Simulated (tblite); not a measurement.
A geometry optimisation, step by step.

Compound: C5H4BClF3 (doublet state).
Numbering: `[CH3:1][CH:2][C@@:3]1([F:4])[C:5]([Cl:6])=[C:7]1[B:8]([F:9])[F:10]` (hydrogens: H11, H12, H13 on C1; H14 on C2)
Bond orders are those of one Lewis drawing.

Computed with GFN2-xTB (tblite), gas phase: L-BFGS steps from a force-field or distance-geometry start until the largest atomic force falls under 0.01 eV/Å. 10 of its 223 geometries are shown.

Step 0: E = -887.0420 eV, largest atomic force 6.110 eV/Å
```
atom  x, y, z in Å  |  force x, y, z in eV/Å
C1     -1.887    0.637   -0.372   -0.078   0.045  -1.080
C2     -1.058   -0.606   -0.601   -1.549  -0.131   3.419
C3      0.047   -0.742    0.466   -6.054  -0.093  -0.817
F4     -0.305   -0.833    1.790   -1.059   0.062   0.785
C5      1.128   -1.527    0.093    4.569   1.376  -1.138
Cl6     1.834   -3.090   -0.266   -0.863   2.166   0.511
C7      1.242   -0.076    0.192    4.665  -1.771  -1.249
B8      2.089    1.235    0.097    0.605   0.644  -0.052
F9      1.477    2.502    0.386    1.746  -2.857  -0.758
F10     3.468    1.165   -0.293   -3.197   0.570   0.912
H11    -2.404    0.595    0.616    0.434  -0.031  -0.551
H12    -2.671    0.704   -1.164    0.520   0.057   0.626
H13    -1.261    1.547   -0.410   -0.319  -0.462   0.136
H14    -1.699   -1.512   -0.572    0.580   0.425  -0.743
```

Step 25: E = -889.0795 eV, largest atomic force 0.061 eV/Å
```
atom  x, y, z in Å  |  force x, y, z in eV/Å
C1     -1.955    0.646   -0.342   -0.007   0.022   0.009
C2     -1.230   -0.638   -0.328   -0.016   0.014   0.001
C3     -0.023   -0.782    0.476    0.000  -0.041  -0.045
F4     -0.282   -0.825    1.859   -0.023   0.017   0.014
C5      1.213   -1.467    0.054    0.012  -0.007   0.017
Cl6     1.962   -2.919   -0.224   -0.024   0.001  -0.001
C7      1.314   -0.143    0.123    0.005   0.000   0.034
B8      2.111    1.150    0.074   -0.003   0.005  -0.011
F9      1.567    2.318    0.351    0.005   0.022   0.000
F10     3.383    1.196   -0.265    0.015  -0.003  -0.020
H11    -2.508    0.794    0.593   -0.014  -0.017  -0.011
H12    -2.661    0.688   -1.167   -0.017  -0.006   0.025
H13    -1.255    1.481   -0.410    0.020  -0.009   0.006
H14    -1.636   -1.499   -0.831    0.048   0.000  -0.018
```

Step 49: E = -889.1791 eV, largest atomic force 0.231 eV/Å
```
atom  x, y, z in Å  |  force x, y, z in eV/Å
C1     -2.077    0.589   -0.233   -0.036  -0.086  -0.016
C2     -1.062   -0.458   -0.478   -0.081  -0.145   0.081
C3     -0.055   -0.739    0.517   -0.136   0.021  -0.073
F4     -0.499   -0.645    1.825    0.137  -0.057  -0.173
C5      1.183   -1.534    0.275   -0.072   0.046  -0.049
Cl6     1.903   -3.021    0.095   -0.137  -0.038   0.102
C7      1.385   -0.228    0.275    0.224   0.055   0.007
B8      2.167    1.039   -0.009    0.021   0.103  -0.023
F9      1.669    2.225    0.275    0.070   0.060   0.022
F10     3.320    1.057   -0.649   -0.008  -0.024   0.049
H11    -2.521    0.451    0.749   -0.057   0.066   0.119
H12    -2.856    0.580   -0.988   -0.026  -0.080  -0.061
H13    -1.616    1.582   -0.242    0.041   0.014   0.047
H14    -0.942   -0.898   -1.450    0.061   0.066  -0.031
```

Step 74: E = -889.3081 eV, largest atomic force 0.098 eV/Å
```
atom  x, y, z in Å  |  force x, y, z in eV/Å
C1     -2.288    0.418   -0.213    0.006   0.013   0.010
C2     -1.055   -0.322   -0.565   -0.024   0.074   0.019
C3     -0.032   -0.559    0.394    0.022   0.029  -0.024
F4     -0.416   -0.350    1.698    0.024  -0.046  -0.021
C5      1.144   -1.454    0.222   -0.039  -0.010   0.006
Cl6     1.650   -3.028    0.432    0.010   0.003  -0.004
C7      1.498   -0.190    0.114   -0.010   0.010   0.074
B8      2.433    0.995   -0.006   -0.003   0.050   0.016
F9      2.248    2.098    0.698    0.059  -0.052  -0.059
F10     3.435    1.039   -0.868   -0.056   0.000   0.021
H11    -2.629    0.150    0.786    0.005  -0.006  -0.006
H12    -3.079    0.230   -0.934    0.030  -0.033  -0.016
H13    -2.096    1.498   -0.203   -0.006  -0.019  -0.011
H14    -0.815   -0.524   -1.593   -0.017  -0.012  -0.003
```

Step 99: E = -889.3196 eV, largest atomic force 0.013 eV/Å
```
atom  x, y, z in Å  |  force x, y, z in eV/Å
C1     -2.325    0.384   -0.226   -0.007   0.003   0.003
C2     -1.031   -0.251   -0.556   -0.004  -0.001  -0.006
C3     -0.037   -0.516    0.423   -0.001  -0.002  -0.001
F4     -0.452   -0.352    1.722   -0.002   0.006  -0.002
C5      1.134   -1.419    0.252   -0.004  -0.008   0.001
Cl6     1.621   -3.006    0.409   -0.002   0.002  -0.002
C7      1.504   -0.158    0.188   -0.004  -0.007  -0.004
B8      2.483    0.983    0.001   -0.006  -0.003   0.006
F9      2.474    2.072    0.743    0.000   0.003   0.004
F10     3.362    0.988   -0.987    0.000   0.007  -0.006
H11    -2.659    0.095    0.769    0.011   0.003  -0.002
H12    -3.081    0.115   -0.960    0.008  -0.009   0.004
H13    -2.236    1.476   -0.231    0.006   0.001  -0.005
H14    -0.758   -0.413   -1.584    0.005   0.003   0.010
```

Step 123: E = -889.3223 eV, largest atomic force 0.026 eV/Å
```
atom  x, y, z in Å  |  force x, y, z in eV/Å
C1     -2.314    0.391   -0.237   -0.003   0.025  -0.007
C2     -1.012   -0.237   -0.543   -0.011  -0.015  -0.012
C3     -0.031   -0.521    0.439    0.001  -0.006  -0.005
F4     -0.438   -0.353    1.739   -0.008  -0.008  -0.009
C5      1.128   -1.434    0.255   -0.003   0.004   0.014
Cl6     1.571   -3.038    0.365    0.023  -0.003   0.007
C7      1.524   -0.182    0.199    0.006   0.006  -0.007
B8      2.477    0.981    0.017   -0.009   0.013   0.011
F9      2.526    2.002    0.850    0.013  -0.007   0.002
F10     3.247    1.097   -1.052   -0.005  -0.011   0.001
H11    -2.595    0.228    0.800    0.019   0.002   0.002
H12    -3.086   -0.007   -0.894   -0.004   0.016   0.010
H13    -2.271    1.473   -0.406   -0.011  -0.022  -0.003
H14    -0.726   -0.402   -1.568   -0.010   0.006  -0.004
```

Step 148: E = -889.3284 eV, largest atomic force 0.111 eV/Å
```
atom  x, y, z in Å  |  force x, y, z in eV/Å
C1     -2.277    0.437   -0.262   -0.019   0.029  -0.008
C2     -1.018   -0.281   -0.552   -0.012   0.002  -0.015
C3     -0.057   -0.589    0.430    0.002   0.014  -0.006
F4     -0.460   -0.420    1.727    0.000  -0.004   0.014
C5      1.135   -1.448    0.248   -0.003  -0.007   0.016
Cl6     1.611   -3.050    0.311   -0.007   0.004  -0.004
C7      1.529   -0.200    0.204    0.021  -0.009  -0.004
B8      2.442    0.998    0.069    0.049   0.044  -0.022
F9      2.662    1.847    1.057    0.001  -0.042  -0.080
F10     3.006    1.319   -1.088   -0.048   0.002   0.100
H11    -2.406    0.586    0.807   -0.007  -0.014  -0.047
H12    -3.133   -0.119   -0.654    0.046   0.041   0.020
H13    -2.278    1.413   -0.759   -0.023  -0.060   0.026
H14    -0.756   -0.493   -1.575    0.001   0.000   0.009
```

Step 173: E = -889.3367 eV, largest atomic force 0.871 eV/Å
```
atom  x, y, z in Å  |  force x, y, z in eV/Å
C1     -2.303    0.384   -0.324   -0.009   0.172   0.077
C2     -0.986   -0.241   -0.569    0.031   0.017   0.028
C3     -0.033   -0.483    0.448   -0.150  -0.046  -0.035
F4     -0.459   -0.212    1.724    0.030   0.007  -0.013
C5      1.112   -1.430    0.350    0.037   0.015  -0.002
Cl6     1.506   -3.050    0.218   -0.048   0.080   0.018
C7      1.528   -0.191    0.230    0.164   0.091  -0.027
B8      2.487    0.980    0.111    0.345   0.447   0.058
F9      3.333    1.308    1.099   -0.485  -0.146  -0.708
F10     2.478    1.804   -0.947    0.036  -0.427   0.681
H11    -2.366    0.794    0.685    0.035  -0.083  -0.086
H12    -3.106   -0.348   -0.443   -0.010   0.008  -0.041
H13    -2.486    1.188   -1.045    0.016  -0.133   0.042
H14    -0.705   -0.502   -1.575    0.008  -0.001   0.009
```

Step 197: E = -889.3818 eV, largest atomic force 0.597 eV/Å
```
atom  x, y, z in Å  |  force x, y, z in eV/Å
C1     -2.306    0.329   -0.351   -0.046  -0.014   0.033
C2     -0.946   -0.210   -0.554    0.010  -0.011   0.029
C3     -0.006   -0.399    0.488   -0.083  -0.014   0.003
F4     -0.433   -0.059    1.748   -0.019  -0.007  -0.026
C5      1.097   -1.416    0.445   -0.011  -0.003   0.010
Cl6     1.378   -3.048    0.261    0.014   0.027  -0.009
C7      1.529   -0.183    0.255    0.103   0.041   0.015
B8      2.486    0.973    0.089    0.243   0.354  -0.037
F9      3.689    1.018    0.665   -0.516   0.031  -0.298
F10     2.123    2.065   -0.591    0.266  -0.413   0.307
H11    -2.475    0.592    0.692    0.027  -0.008  -0.094
H12    -3.057   -0.407   -0.656    0.029   0.064  -0.001
H13    -2.454    1.212   -0.980   -0.022  -0.049   0.047
H14    -0.626   -0.468   -1.549    0.004   0.001   0.020
```

Step 222: E = -889.3983 eV, largest atomic force 0.009 eV/Å
```
atom  x, y, z in Å  |  force x, y, z in eV/Å
C1     -2.345    0.282   -0.350   -0.002  -0.006  -0.003
C2     -0.962   -0.196   -0.547    0.004  -0.003  -0.001
C3     -0.020   -0.348    0.501   -0.001  -0.005   0.002
F4     -0.465   -0.005    1.754    0.000   0.000   0.002
C5      1.088   -1.364    0.476    0.002  -0.001   0.003
Cl6     1.394   -2.992    0.303   -0.003   0.008  -0.002
C7      1.510   -0.127    0.272    0.002  -0.001  -0.003
B8      2.532    0.967    0.063    0.003   0.004   0.002
F9      3.768    0.885    0.524   -0.007   0.001  -0.004
F10     2.236    2.099   -0.550    0.006  -0.003   0.004
H11    -2.571    0.399    0.706   -0.001   0.003   0.003
H12    -3.057   -0.412   -0.800   -0.004  -0.001   0.001
H13    -2.487    1.244   -0.850   -0.002   0.005  -0.002
H14    -0.621   -0.433   -1.540    0.002   0.000  -0.002
```

Question: Summarise the path.

Answer: The energy falls by 54.34 kcal/mol from step 0 to step 222; nine tenths of that is first reached at step 48. It rises by more than 0.2 meV at steps 128, 131, 134, 137, 140, 164, 170 and 173 and others. The largest force goes from 6.110 to 0.009 eV/Å. Among the bonds C3–C7 changes most, from 1.396 to 1.563 Å; the atoms move by 1.171 Å rms after alignment.

Question: Follow the three bonds and two angles with the largest change from start to end.

Answer: 
| step | E above end (kcal/mol) | largest force (eV/Å) | C3–C7 (Å) | C5=C7 (Å) | C2–C3 (Å) | C1–C2–C3 (°) | C5–C3–C7 (°) |
| --- | --- | --- | --- | --- | --- | --- | --- |
| 0 | 54.34 | 6.110 | 1.396 | 1.459 | 1.542 | 111.1 | 63.2 |
| 10 | 8.15 | 0.180 | 1.526 | 1.330 | 1.461 | 117.9 | 52.7 |
| 19 | 7.41 | 0.100 | 1.520 | 1.330 | 1.458 | 120.0 | 52.6 |
| 29 | 7.30 | 0.084 | 1.526 | 1.329 | 1.456 | 120.0 | 52.6 |
| 39 | 6.92 | 0.175 | 1.533 | 1.328 | 1.452 | 119.7 | 52.3 |
| 48 | 5.30 | 0.225 | 1.547 | 1.322 | 1.446 | 119.9 | 51.6 |
| 58 | 3.55 | 0.081 | 1.582 | 1.321 | 1.429 | 120.4 | 50.9 |
| 68 | 2.65 | 0.273 | 1.577 | 1.318 | 1.430 | 120.7 | 50.8 |
| 77 | 2.01 | 0.056 | 1.594 | 1.317 | 1.421 | 121.7 | 50.5 |
| 87 | 1.90 | 0.066 | 1.599 | 1.317 | 1.420 | 121.9 | 50.3 |
| 97 | 1.82 | 0.017 | 1.600 | 1.316 | 1.420 | 122.6 | 50.3 |
| 106 | 1.81 | 0.021 | 1.599 | 1.315 | 1.419 | 122.6 | 50.3 |
| 116 | 1.79 | 0.045 | 1.600 | 1.315 | 1.419 | 122.9 | 50.2 |
| 125 | 1.75 | 0.032 | 1.611 | 1.313 | 1.416 | 123.6 | 50.0 |
| 135 | 1.66 | 0.043 | 1.624 | 1.312 | 1.414 | 123.5 | 49.7 |
| 145 | 1.62 | 0.028 | 1.634 | 1.311 | 1.411 | 123.3 | 49.5 |
| 154 | 1.57 | 0.083 | 1.657 | 1.308 | 1.407 | 123.5 | 48.9 |
| 164 | 1.52 | 0.510 | 1.648 | 1.308 | 1.408 | 123.4 | 49.0 |
| 174 | 1.15 | 0.067 | 1.621 | 1.311 | 1.411 | 123.5 | 49.7 |
| 183 | 0.81 | 0.138 | 1.609 | 1.313 | 1.412 | 123.6 | 49.9 |
| 193 | 0.37 | 0.117 | 1.590 | 1.316 | 1.413 | 123.7 | 50.4 |
| 203 | 0.11 | 0.196 | 1.567 | 1.321 | 1.417 | 124.0 | 51.0 |
| 212 | 0.02 | 0.038 | 1.562 | 1.322 | 1.417 | 124.0 | 51.0 |
| 222 | 0.00 | 0.009 | 1.563 | 1.322 | 1.417 | 124.0 | 51.0 |

The cost below is that of the whole relaxation. On one thread of an AMD EPYC, no GPU, shared host with 64 logical CPUs at a one-minute load of 58, this took 3.6 s of wall time.
